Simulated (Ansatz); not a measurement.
Cartesian coordinates in Å:
```
O 1.3113 -0.5046 0.5395
Ge -0.1193 -0.1321 -0.4193
O -0.3483 1.6048 -0.3949
Cl -1.7608 -1.1434 0.5395
H 1.1725 -1.2474 1.1329
H -0.0280 -0.5604 -1.8781
H -0.2274 1.9830 0.4805
```

Charge 0, multiplicity 1.

List the PBE/def2-TZVPP orbital energies in eV (Ansatz 0.2.0). (Best estimate.)

Ansatz gave: Occupied: -10805.90, -2738.98, -1339.12, -1192.57, -1192.54, -1192.53, -510.67, -510.66, -249.55, -190.25, -190.08, -190.07, -163.86, -115.37, -115.29, -115.24, -31.31, -31.25, -31.13, -31.07, -31.06, -25.28, -24.67, -20.37, -14.62, -12.52, -11.35, -10.03, -9.08, -8.93, -8.07, -7.80, -7.71, -7.56. Lowest empty: -1.13, -0.23, -0.16, 1.05, 1.42, 1.86, 4.51, 4.83.
